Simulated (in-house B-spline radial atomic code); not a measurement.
Configurations of Eu3+, with energies counted from [Xe] 4f6. Method: scalar-relativistic (X2C) BHandHLYP, spin-polarised, spherical fractional occupations, exact exchange averaged over the configuration, Fermi nucleus of rms radius 5.1115 fm. Calculated with a radial B-spline atomic code at the basis-set limit. Shells without spins written out take the highest spin.

Occupations are held fixed; configurations that lie above the ionisation limit could autoionise.

```
            configuration  E - E(ref) (eV)  highest orbital  its <r> (bohr)
[Kr] 4d10 4f6 5s2 5p5 6s1            28.16            6s up           3.081
[Kr] 4d10 4f6 5s2 5p5 6p1           33.638            6p up           3.592
[Kr] 4d10 4f6 5s2 5p5 6d1           40.718            6d up           4.777
 [Kr] 4d9 4f6 5s2 5p6 5d1           140.99            5d up            2.07
```

**Question.** Order these further configurations by energy, lowest first.
A. [Kr] 4d9 4f6 5s2 5p6 6p1
B. [Xe] 4f5 6d1
C. [Kr] 4d9 4f7 5s2 5p6
D. [Kr] 4d9 4f6 5s2 5p6 6d1

**Answer.** B (27.985 eV), C (127.89 eV), A (150.58 eV), D (157.77 eV).
